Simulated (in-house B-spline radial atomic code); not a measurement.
**Ionising Ba8+ with different functionals**

Computed with a B-spline radial code for spherical atoms: four-component Dirac-Coulomb Hamiltonian, Fermi nucleus of rms radius 4.8378 fm, spin-restricted, spherical fractional occupations for the functionals. The ionisation energy is the difference of two self-consistent energies, [Kr] 4d10 5s2 → [Kr] 4d10 5s1, without Breit or QED terms; ε is the level of the shell that loses the electron (mean over j).

Hybrids are left out here: with spherical fractional occupations of an open shell their exact exchange keeps a self-interaction that integer-occupation calculations don't have.

| method | rung | ΔSCF (eV) | -ε(5s) (eV) |
| --- | --- | --- | --- |
| LDA VWN5 | LDA | 132.73 | 125.16 |
| relativistic LDA | LDA | 132.55 | 124.99 |
| LDA PW92 | LDA | ? | ? |
| LDA exchange-only | LDA | 131.08 | 123.50 |
| PBE | GGA | ? | ? |
| PBEsol | GGA | 132.05 | 124.55 |
| BLYP | GGA | 132.28 | 124.66 |
| RPBE | GGA | 131.72 | 124.19 |
| PW91 | GGA | 132.21 | 124.66 |
| BP86 | GGA | 132.19 | 124.71 |
| AM05 | GGA | 132.05 | 124.56 |
| OLYP | GGA | 131.58 | 124.09 |

Q: What does PBE give?

A: ΔSCF 132.06 eV, and -ε(5s) = 124.48 eV.

Q: What does LDA PW92 give?

A: ΔSCF 132.72 eV, and -ε(5s) = 125.15 eV.

Q: How do they compare with the NIST value?

A: NIST lists 130.5 eV ± 0.6 (semi-empirical, ground level to ground level). Errors run from +0.58 to +2.23 eV; OLYP is closest (+1.08 eV), though others lie within the uncertainty of it, and part of that can be cancellation, since the calculations leave out Breit-QED terms, spin polarisation.
